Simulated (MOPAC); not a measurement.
Input for MOPAC: PM7 on CH4OSn (SMILES [CH3][Sn][OH]), a point of a bond scan (R = 1.202 Å).

```
PM7 1SCF PRECISE CHARGE=0 THREADS=1
CH4OSn

Sn     0.02238006 1    -0.06360862 1     0.38858019 1
C      0.41947667 1     1.60722086 1    -0.98166041 1
H     -0.26416674 1     2.55552600 1    -0.70037001 1
H      0.20079564 1     1.28779189 1    -2.00052818 1
H      1.46422512 1     1.92099925 1    -0.91166492 1
O     -0.53752719 1    -1.25054683 1    -1.13046981 1
H     -0.79864880 1    -2.13662709 1    -0.85715367 1
```

Output:

```
*******************************************************************************
 **                                                                           **
 **                              MOPAC v23.2.5                                **
 **                                                                           **
 *******************************************************************************
 ** MOPAC's Digital Object Identifier: https://doi.org/10.5281/zenodo.6511958 **
 **                                                                           **
 ** Please cite the open-source release paper for use of this MOPAC version:  **
 ** J. E. Moussa and J. J. P. Stewart (2026)                                  **
 ** MOPAC: An open-source semiempirical molecular orbital program             **
 ** J. Open Source Softw., 11(119), 8025, https://doi.org/10.21105/joss.08025 **
 *******************************************************************************

                              PM7 CALCULATION RESULTS

 *******************************************************************************
 *  PM7        - The PM7 Hamiltonian to be used
 *
 *
 *
 *                 CHARGE ON SYSTEM = 0
 *
 *
 *
 *  PRECISE    - TIGHTER CRITERIA TO BE USED
 *  1SCF       - DO 1 SCF AND THEN STOP
 *  THREADS=1  - MULTI-THREADING NOT USED
 *  T=         - A TIME OF 172800.0 SECONDS REQUESTED
 *  DUMP=N     - RESTART FILE WRITTEN EVERY 7200.0 SECONDS REQUESTED
 *******************************************************************************
PM7 1SCF PRECISE CHARGE=0 THREADS=1
 CH4OSn

   ATOM   CHEMICAL          X               Y               Z
  NUMBER   SYMBOL      (ANGSTROMS)     (ANGSTROMS)     (ANGSTROMS)

     1      Sn          0.02238006  *  -0.06360862  *   0.38858019  *
     2       C          0.41947667  *   1.60722086  *  -0.98166041  *
     3       H         -0.26416674  *   2.55552600  *  -0.70037001  *
     4       H          0.20079564  *   1.28779189  *  -2.00052818  *
     5       H          1.46422512  *   1.92099925  *  -0.91166492  *
     6       O         -0.53752719  *  -1.25054683  *  -1.13046981  *
     7       H         -0.79864880  *  -2.13662709  *  -0.85715367  *



          CARTESIAN COORDINATES

    NO.       ATOM           X           Y           Z

     1        Sn          0.0224     -0.0636      0.3886
     2         C          0.4195      1.6072     -0.9817
     3         H         -0.2642      2.5555     -0.7004
     4         H          0.2008      1.2878     -2.0005
     5         H          1.4642      1.9210     -0.9117
     6         O         -0.5375     -1.2505     -1.1305
     7         H         -0.7986     -2.1366     -0.8572

 General Reference for PM7:
 "Optimization of Parameters for Semiempirical Methods VI: More Modifications to the
 NDDO Approximations and Re-optimization of Parameters", J. J. P. Stewart, J. Mol. Mod., 1:32, 19 (2013)
 https://link.springer.com/article/10.1007/s00894-012-1667-x

           Empirical Formula: C H4 O Sn  =     7 atoms



      MOLECULAR POINT GROUP   :   Cs


      RHF CALCULATION, NO. OF DOUBLY OCCUPIED LEVELS = 9


 -------------------------------------------------------------------------------
 PM7 1SCF PRECISE CHARGE=0 THREADS=1
 CH4OSn



     1SCF WAS SPECIFIED, SO BFGS WAS NOT USED
     SCF FIELD WAS ACHIEVED


                              PM7 CALCULATION
                                                       MOPAC v23.2.5 Linux




          FINAL HEAT OF FORMATION =        -23.55490 KCAL/MOL =     -98.55370 KJ/MOL


          COSMO AREA              =        111.88 SQUARE ANGSTROMS
          COSMO VOLUME            =        101.00 CUBIC ANGSTROMS

          IONIZATION POTENTIAL    =          9.686810 EV
          HOMO LUMO ENERGIES (EV) =         -9.687  1.691
          NO. OF FILLED LEVELS    =          9
          MOLECULAR WEIGHT        =        150.7320         POINT GROUP:  Cs

          MOLECULAR DIMENSIONS (Angstroms)

            Atom       Atom       Distance
            H     7    H     3     4.72510
            H     4   Sn     1     2.43314
            H     3    H     5     1.78704


          SCF CALCULATIONS        =          1





   ATOM   CHEMICAL          X               Y               Z
  NUMBER   SYMBOL      (ANGSTROMS)     (ANGSTROMS)     (ANGSTROMS)

     1      Sn          0.02238006  *  -0.06360862  *   0.38858019  *
     2       C          0.41947667  *   1.60722086  *  -0.98166041  *
     3       H         -0.26416674  *   2.55552600  *  -0.70037001  *
     4       H          0.20079564  *   1.28779189  *  -2.00052818  *
     5       H          1.46422512  *   1.92099925  *  -0.91166492  *
     6       O         -0.53752719  *  -1.25054683  *  -1.13046981  *
     7       H         -0.79864880  *  -2.13662709  *  -0.85715367  *

                             CARTESIAN COORDINATES

   1   Sn        0.022380060    -0.063608620     0.388580190
   2    C        0.419476670     1.607220860    -0.981660410
   3    H       -0.264166740     2.555526000    -0.700370010
   4    H        0.200795640     1.287791890    -2.000528180
   5    H        1.464225120     1.920999250    -0.911664920
   6    O       -0.537527190    -1.250546830    -1.130469810
   7    H       -0.798648800    -2.136627090    -0.857153670


           Empirical Formula: C H4 O Sn  =     7 atoms



      MOLECULAR POINT GROUP   :   Cs


                  EIGENVALUES
 -26.54236 -22.86686 -15.65762 -13.33431 -13.06350 -12.37035 -11.39059 -11.05163
  -9.68681   1.69069   2.70554   3.15003   5.56925   6.33770   6.64091   7.49671


              NET ATOMIC CHARGES AND DIPOLE CONTRIBUTIONS

  ATOM NO.   TYPE          CHARGE      No. of ELECS.   s-Pop       p-Pop
    1         Sn           0.843330        3.1567     1.68557     1.47110
    2          C          -0.762353        4.7624     1.07079     3.69156
    3          H           0.162186        0.8378     0.83781
    4          H           0.166190        0.8338     0.83381
    5          H           0.152686        0.8473     0.84731
    6          O          -0.909542        6.9095     1.81200     5.09754
    7          H           0.347503        0.6525     0.65250
 DIPOLE           X         Y         Z       TOTAL
 POINT-CHG.     0.598     0.182     5.865     5.899
 HYBRID        -0.501     0.012    -4.789     4.815
 SUM            0.097     0.194     1.076     1.098


          ATOMIC ORBITAL ELECTRON POPULATIONS

     Atom    s        px        py        pz
    1 Sn   1.68557   0.11991   0.49690   0.85429
    2  C   1.07079   1.17917   1.25419   1.25820
    3  H   0.83781
    4  H   0.83381
    5  H   0.84731
    6  O   1.81200   1.89800   1.47499   1.72455
    7  H   0.65250

 **********************
 *                    *
 * JOB ENDED NORMALLY *
 *                    *
 **********************




 == MOPAC DONE ==
```

The run finished.

Cost: roughly 0.04 core-seconds.
